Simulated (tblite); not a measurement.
Species: C8H9B.
Bonds: B1–C2, C2–C3, C3–C4, C4–C5 (aromatic), C5–C6 (aromatic), C6–C7 (aromatic), C7–C8 (aromatic), C8–C9 (aromatic), C3–C9, C4–C9 (aromatic). Hydrogens: H10, H11 on B1; H12, H13 on C2; H14 on C3; H15 on C5; H16 on C6; H17 on C7; H18 on C8.

Computed with GFN2-xTB (tblite), gas phase: L-BFGS steps from a force-field or distance-geometry start until the largest atomic force falls under 0.01 eV/Å.

Step 14: E = -621.3117 eV
```
atom  x, y, z in Å  |  force x, y, z in eV/Å
B1     -3.1740   -0.2567   -0.1701    0.004  -0.007  -0.006
C2     -1.9625    0.7189    0.0624    0.001   0.014   0.026
C3     -0.9137    0.0770    0.9719   -0.035   0.034  -0.039
C4      0.4916    0.5654    0.8966   -0.055  -0.018  -0.002
C5      1.6954    1.1843    0.8174   -0.017  -0.005   0.013
C6      2.6659    0.4047    0.1599    0.038   0.011   0.019
C7      2.3928   -0.8427   -0.3695    0.033  -0.019   0.013
C8      1.1209   -1.4427   -0.2979   -0.010   0.002   0.013
C9      0.2149   -0.6804    0.3640   -0.037   0.037   0.039
H10    -4.2586    0.0283    0.1567   -0.029   0.025  -0.007
H11    -2.9699   -1.3002   -0.6501    0.006  -0.067  -0.021
H12    -1.4593    0.9278   -0.8873   -0.066   0.022  -0.004
H13    -2.2479    1.6824    0.4915    0.012  -0.014   0.029
H14    -1.3048   -0.2461    1.9353    0.066   0.009  -0.031
H15     1.9218    2.1672    1.2029    0.015   0.005   0.007
H16     3.6628    0.8052    0.0587    0.055   0.010  -0.016
H17     3.1867   -1.3771   -0.8684    0.038  -0.025  -0.025
H18     0.9292   -2.4091   -0.7390   -0.020  -0.012  -0.006
```

Step 15: E = -621.3125 eV
```
atom  x, y, z in Å  |  force x, y, z in eV/Å
B1     -3.1748   -0.2563   -0.1699   -0.010  -0.030  -0.006
C2     -1.9624    0.7189    0.0637   -0.049   0.015  -0.018
C3     -0.9128    0.0779    0.9698   -0.036   0.034  -0.024
C4      0.4924    0.5651    0.8984   -0.025   0.008  -0.012
C5      1.6961    1.1839    0.8186    0.001  -0.006   0.004
C6      2.6669    0.4040    0.1610    0.036   0.015   0.018
C7      2.3936   -0.8432   -0.3682    0.030  -0.027   0.007
C8      1.1211   -1.4429   -0.2969    0.005   0.005   0.010
C9      0.2159   -0.6806    0.3659   -0.023   0.012   0.005
H10    -4.2616    0.0271    0.1551    0.002   0.026  -0.015
H11    -2.9705   -1.3010   -0.6500    0.004  -0.043  -0.010
H12    -1.4651    0.9303   -0.8885   -0.048   0.016  -0.004
H13    -2.2491    1.6815    0.4926    0.012   0.001   0.045
H14    -1.3031   -0.2445    1.9320    0.040  -0.008   0.020
H15     1.9245    2.1672    1.2021    0.004   0.003   0.010
H16     3.6634    0.8058    0.0580    0.047   0.004  -0.012
H17     3.1865   -1.3779   -0.8690    0.034  -0.018  -0.018
H18     0.9303   -2.4088   -0.7398   -0.026  -0.007   0.000
```

Q: Estimate the geometry and energy of step 16. (The exact step hangs on the optimiser's Hessian estimate; all steps are aligned on step 15, rigid shifts and turns removed.)

A: E = -621.3131 eV, largest force 0.086 eV/Å
```
atom  x, y, z in Å  |  force x, y, z in eV/Å
B1     -3.1756   -0.2567   -0.1700   -0.022  -0.043  -0.007
C2     -1.9631    0.7192    0.0643   -0.076   0.010  -0.039
C3     -0.9128    0.0792    0.9679   -0.022   0.020  -0.005
C4      0.4925    0.5651    0.8995    0.007   0.030  -0.021
C5      1.6966    1.1835    0.8196    0.019  -0.007  -0.005
C6      2.6682    0.4037    0.1622    0.028   0.006   0.013
C7      2.3947   -0.8440   -0.3670    0.022  -0.023   0.006
C8      1.1213   -1.4431   -0.2959    0.017   0.009   0.008
C9      0.2161   -0.6806    0.3673   -0.003  -0.007  -0.027
H10    -4.2636    0.0268    0.1537    0.023   0.021  -0.022
H11    -2.9709   -1.3025   -0.6502    0.001  -0.018   0.002
H12    -1.4703    0.9324   -0.8896   -0.033   0.014  -0.007
H13    -2.2497    1.6808    0.4944    0.003   0.013   0.050
H14    -1.3007   -0.2435    1.9299    0.015  -0.014   0.047
H15     1.9264    2.1673    1.2018   -0.006  -0.004   0.009
H16     3.6647    0.8063    0.0572    0.030  -0.003  -0.005
H17     3.1870   -1.3789   -0.8697    0.022  -0.009  -0.005
H18     0.9304   -2.4087   -0.7404   -0.026   0.006   0.008
```

The energy changes by -0.0006 eV. The first-order estimate −F·Δx gives -0.0009 eV and the mean of the old and new forces, exact on a quadratic surface, -0.0006 eV. The step makes an angle of 55° with the force vector and moves no atom by more than 0.006 Å.

What follows is the cost of the whole relaxation. Hardware: one thread, Arm Neoverse N1 (aarch64), shared host with 64 logical CPUs at a one-minute load of 57. Cost: 1.4 s of wall time.
